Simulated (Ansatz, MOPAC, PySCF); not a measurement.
Molecule: SbH5, charge 0, multiplicity 1. SMILES: [SbH5]
Coordinates optimised at B3LYP-D3(BJ)/def2-TZVP (Ansatz, a program for electronic structure):
```xyz
6

Sb     0.0000     0.0000     0.0000
H     -0.0107     0.0040     1.7743
H      0.0107    -0.0040    -1.7743
H      1.7149    -0.0292     0.0104
H     -0.8322     1.4998    -0.0084
H     -0.8827    -1.4706    -0.0020
```

Quantity: vertical ionisation energy to the doublet, in eV. Conventions: open shells spin-unrestricted; each state is the SCF solution reached for its charge and spin; no spin-orbit coupling; LANL2DZ with its own core potentials from Na on; def2 sets with scalar-relativistic core potentials past Kr; no dispersion term unless named; 6-31G* and kin with 6d, 5d where marked. First-principles rows: single points at B3LYP-D3(BJ) geometries (Ansatz). Semi-empirical rows: differences of heats of formation at the shared geometry for vertical values. A UHF reference is markedly spin-contaminated in at least one set, which strains HF and MP2.

```json
[
 {"level": "PM6", "program": "MOPAC", "vertical ionisation energy to the doublet (eV)": "7.26"},
 {"level": "MNDO", "program": "MOPAC", "vertical ionisation energy to the doublet (eV)": "7.61"},
 {"level": "HF/6-31G* with LANL2DZ past Ar", "program": "Ansatz", "vertical ionisation energy to the doublet (eV)": "8.03"},
 {"level": "PBE/6-31G* with LANL2DZ past Ar", "program": "Ansatz", "vertical ionisation energy to the doublet (eV)": "8.48"},
 {"level": "B3LYP/6-31G* with LANL2DZ past Ar", "program": "Ansatz", "vertical ionisation energy to the doublet (eV)": "8.71"},
 {"level": "M06-2X/6-31G* with LANL2DZ past Ar (5d)", "program": "PySCF", "vertical ionisation energy to the doublet (eV)": "8.81"},
 {"level": "B3LYP/def2-TZVPD", "program": "Ansatz", "vertical ionisation energy to the doublet (eV)": "8.59"},
 {"level": "M06-2X/def2-TZVPD", "program": "PySCF", "vertical ionisation energy to the doublet (eV)": "8.63"}
]
```

No value to compare with is used here. The 6 habitual levels span 7.26 (PM6) to 8.81 eV (M06-2X/6-31G* with LANL2DZ past Ar (5d)); M06-2X/def2-TZVPD gives 8.63.

The levels are drawn from those run, B3LYP/6-31G* more often than the rest, none by its result; left out are runs that failed, that the program found above a lower state of the same kind, or whose <S^2> lies over 0.5 above the pure value.
